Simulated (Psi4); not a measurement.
NO, doublet, geometry from GFN2-xTB; CISD/aug-cc-pVDZ (Psi4).

Input for Psi4:
```
memory 2 GB

molecule mol {
0 2
  N    -0.000000   -0.000000   -0.616237
  O     0.000000    0.000000    0.539208
}

set basis aug-cc-pvdz
set reference uhf

energy('cisd')
print_variables()
```

Q: Predict the main parts of the log of this Psi4 run.

A: 
```
Traceback (most recent call last):
  File "psi4", line 375, in <module>
  File "<string>", line 23, in <module>
  File "site-packages/psi4/driver/driver.py", line 461, in energy
  File "site-packages/psi4/driver/task_planner.py", line 255, in task_planner
  File "site-packages/psi4/driver/driver_util.py", line 222, in negotiate_derivative_type
  File "site-packages/psi4/driver/driver_util.py", line 355, in highest_analytic_derivative_available

psi4.driver.p4util.exceptions.MissingMethodError: Method=cisd is not available for any derivative level under conditions CI_TYPE=CONV, REFERENCE=UHF, FREEZE_CORE=FALSE, QC_MODULE=(auto). See https://psicode.org/psi4manual/master/introduction.html#ss-cisd. Or did you mean? ccd ccsd cisdt cisdtq qcisd lccsd ci2 ci3 ci4 ci5 ci6 ci7 ci8 ci9 ci10 ci11 ci12 ci13 ci14 ci15 ci16 ci17 ci18 ci19 ci20 ci21 ci22 ci23 ci24 ci25 ci26 ci27 ci28 ci29 ci30 ci31 ci32 ci33 ci34 ci35 ci36 ci37 ci38 ci39 ci40 ci41 ci42 ci43 ci44 ci45 ci46 ci47 ci48 ci49 ci50 ci51 ci52 ci53 ci54 ci55 ci56 ci57 ci58 ci59 ci60 ci61 ci62 ci63 ci64 ci65 ci66 ci67 ci68 ci69 ci70 ci71 ci72 ci73 ci74 ci75 ci76 ci77 ci78 ci79 ci80 ci81 ci82 ci83 ci84 ci85 ci86 ci87 ci88 ci89 ci90 ci91 ci92 ci93 ci94 ci95 ci96 ci97 ci98

Printing out the relevant lines from the Psithon --> Python processed input file:
      O     0.000000    0.000000    0.539208
    ""","mol")
    core.IO.set_default_namespace("mol")
    core.set_global_option("BASIS", "aug-cc-pvdz")
    core.set_global_option("REFERENCE", "uhf")
--> energy('cisd')
    print_variables()

!----------------------------------------------------------------------------------!
!                                                                                  !
!  Method=cisd is not available for any derivative level under conditions          !
!     CI_TYPE=CONV, REFERENCE=UHF, FREEZE_CORE=FALSE, QC_MODULE=(auto). See        !
!     https://psicode.org/psi4manual/master/introduction.html#ss-cisd. Or did you  !
!     mean? ccd ccsd cisdt cisdtq qcisd lccsd ci2 ci3 ci4 ci5 ci6 ci7 ci8 ci9 ci10 !
!     ci11 ci12 ci13 ci14 ci15 ci16 ci17 ci18 ci19 ci20 ci21 ci22 ci23 ci24 ci25   !
!     ci26 ci27 ci28 ci29 ci30 ci31 ci32 ci33 ci34 ci35 ci36 ci37 ci38 ci39 ci40   !
!     ci41 ci42 ci43 ci44 ci45 ci46 ci47 ci48 ci49 ci50 ci51 ci52 ci53 ci54 ci55   !
!     ci56 ci57 ci58 ci59 ci60 ci61 ci62 ci63 ci64 ci65 ci66 ci67 ci68 ci69 ci70   !
!     ci71 ci72 ci73 ci74 ci75 ci76 ci77 ci78 ci79 ci80 ci81 ci82 ci83 ci84 ci85   !
!     ci86 ci87 ci88 ci89 ci90 ci91 ci92 ci93 ci94 ci95 ci96 ci97 ci98             !
!                                                                                  !
!----------------------------------------------------------------------------------!
```

The program refused the input.
